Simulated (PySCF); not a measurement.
Symmetry of computed structures. Method: PBE0/pcSseg-1 in PySCF (dipole) on a GFN2-xTB geometry, gas phase. The symmetry is that of the one conformer found, every atom within 0.08 Å of its image; none is proved a minimum here.

Question: `[NH2:1][c:2]1[cH:3][cH:4][cH:5][cH:6][c:7]1[NH2:8]`: symmetry, top, dipole?

Answer: C2; asymmetric top; symmetry number 2; 2 operations, which sort the 16 atoms into 8 sets; this conformer is chiral (no improper operation); dipole 1.60 D, along a, the twofold axis; A, B, C = 3319, 2258, 1348 MHz; heavy atoms equivalent by symmetry: N1/N8, C2/C7, C3/C6, C4/C5.

Question: `[CH3:1][CH2:2][Si:3]([CH2:4][CH3:5])([CH2:6][Cl:7])[CH2:8][Cl:9]` with C1–C2–Si3–C4 -60°, C2–Si3–C4–C5 -60°, C2–Si3–C6–Cl7 176°, C2–Si3–C8–Cl9 51°: symmetry, top, dipole?

Answer: C2; asymmetric top; symmetry number 2; 2 operations, which sort the 23 atoms into 12 sets; this conformer is chiral (no improper operation); dipole 2.67 D, along b, the twofold axis; A, B, C = 930.2, 792.0, 504.7 MHz.

Question: `[CH3:1][O:2][c:3]1[n:4][n:5][c:6]([C:7]([F:8])([F:9])[F:10])[o:11]1` with C1–O2–C3–N4 0°, H–C1–O2–C3 60° (nearest H): symmetry, top, dipole?

Answer: Cs; near-prolate asymmetric top; symmetry number 1; 2 operations, which sort the 14 atoms into 12 sets; dipole 3.93 D, in the ab plane, which is the mirror.

Question: Point group, rotor type and polarity of `[O:1]=[S:2](=[O:3])([OH:4])[CH:5]=[C:6]1[CH:7]=[CH:8][CH:9]=[CH:10]1` with O1–S2–O4–H 133°, O1–S2–C5–C6 50°?

Answer: C1; near-prolate asymmetric top; symmetry number 1; this conformer is chiral (no improper operation); dipole 3.91 D.
